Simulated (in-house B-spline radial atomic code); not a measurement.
Orbital energies and mean radii along the 15-electron series, configuration [Ne] 3s2 3p3. The effective charge is n√(-2ε), a non-relativistic measure. Computed with a radial B-spline atomic code at the basis-set limit: non-relativistic Hartree-Fock, average of the configuration, point nuclei.

```json
{"ion": "P", "Z": "15", "energy of 3s (Eh)": "-0.70636", "mean radius of 3s (bohr)": "1.9278", "energy of 2p (Eh)": "-5.4185", "mean radius of 2p (bohr)": "0.48355", "effective charge of 3s": "3.5657"}
{"ion": "S+", "Z": "16", "energy of 3s (Eh)": "-1.2478", "mean radius of 3s (bohr)": "1.6573", "energy of 2p (Eh)": "-7.1186", "mean radius of 2p (bohr)": "0.44099", "effective charge of 3s": "4.7393"}
{"ion": "Cl2+", "Z": "17", "energy of 3s (Eh)": "-1.9188", "mean radius of 3s (bohr)": "1.4574", "energy of 2p (Eh)": "-9.0944", "mean radius of 2p (bohr)": "0.40533", "effective charge of 3s": "5.877"}
{"ion": "Ar3+", "Z": "18", "energy of 3s (Eh)": "-2.7117", "mean radius of 3s (bohr)": "1.3034", "energy of 2p (Eh)": "-11.336", "mean radius of 2p (bohr)": "0.37499", "effective charge of 3s": "6.9865"}
{"ion": "K4+", "Z": "19", "energy of 3s (Eh)": "-3.6228", "mean radius of 3s (bohr)": "1.1806", "energy of 2p (Eh)": "-13.838", "mean radius of 2p (bohr)": "0.34887", "effective charge of 3s": "8.0753"}
{"ion": "Ca5+", "Z": "20", "energy of 3s (Eh)": "-4.6501", "mean radius of 3s (bohr)": "1.0801", "energy of 2p (Eh)": "-16.597", "mean radius of 2p (bohr)": "0.32615", "effective charge of 3s": "9.1488"}
```

(1) How does the screening of 3s change?

Results:

(1) Z less the effective charge goes from 11.43 at Z = 15 to 10.85 at Z = 20.
